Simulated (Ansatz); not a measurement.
Molecule: CCl₂F, net charge -1, singlet state. It need not be the lowest isomer of its formula. Whether it binds its extra electron was not tested at this geometry. SMILES: F[C-](Cl)Cl
Geometry: optimised at B3LYP-D3(BJ)/def2-TZVP (Ansatz, an electronic-structure program).

Parts of the frozen-core correlation energy in STO-3G (Ansatz, hartree). Frozen orbitals: 12; correlated occupied orbitals by spin: 13 and 13; virtual: 3 and 3. No spin-orbit coupling. No relativistic terms.

```tsv
term	value
reference (HF)	-1044.48922
MP2 opposite-spin	-0.06222
MP2 same-spin	-0.01107
CCSD correlation	-0.09284
(T)	-0.00413
FCI minus CCSD(T)	-0.00077
T1 diagnostic	0.012
largest doubles amplitude	0.081
```
